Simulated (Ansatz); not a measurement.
`[SiH3]NC=S` + CH₃SH → `CSC=S` + `N[SiH3]` at 700 K and 1 bar (substitution at a C–N bond).

Program: Ansatz. Geometries: PBE0-D4/def2-TZVP. ΔE: electronic, gas phase. CBS: MP2 limit from def2 TZ/QZ plus the TZ coupled-cluster correction, frozen cores. This one scheme is used for every species. One conformer a species, not always the lowest.

| species | CCSD(T)/CBS energy (Eh) | H − E (kJ/mol) | S (J/(mol·K)) |
| --- | --- | --- | --- |
| `[SiH3]NC=S` | -782.62022 | 221.4 | 425.2 |
| CH₃SH | -438.22835 | 160.2 | 309.0 |
| `CSC=S` | -874.03747 | 203.6 | 402.3 |
| `N[SiH3]` | -346.80422 | 180.7 | 336.3 |

H − E and S are ideal-gas, rigid-rotor, harmonic terms from PBE0-D4/def2-TZVP, for one conformer and one mirror image of each species. 1 Eh = 2625.50 kJ/mol, R = 8.31446 J/(mol·K).

Problem. By hand: ΔE, ΔH, ΔS and ΔG.

Solution. ΔE = (-874.03747) + (-346.80422) − (-782.62022) − (-438.22835) = 0.00688 Eh = 18.1 kJ/mol. Δ(H − E) = 203.6 + 180.7 − 221.4 − 160.2 = 2.7, so ΔH = 20.8 kJ/mol. ΔS = 402.3 + 336.3 − 425.2 − 309.0 = 4.4 J/(mol·K). ΔG = 20.8 − 700 × (4.4)/1000 = 17.7 kJ/mol.

Problem. By hand: the equilibrium constant, and the temperature at which ΔG would vanish if ΔH and ΔS stayed fixed.

Solution. log₁₀ K = −ΔG/(RT ln 10) = -1.3. ΔG = 0 at ΔH/ΔS = 4727 K, far beyond where these terms or the molecules hold.

The number of gas molecules stays the same, so ΔS is small and ΔH decides. A doubt of 5 kJ/mol in ΔE shifts log₁₀ K by 0.4 here. Other conformers and mirror images would add mixing entropy, several J/(mol·K) or more a flexible species. Modes under 60 cm⁻¹, often nearly free rotors, make the harmonic entropy too high. These are equilibria of isolated gas molecules and say nothing of rates. Largest T1 diagnostic: 0.017 (customary marks: 0.02 for closed shells, 0.045 for open ones).
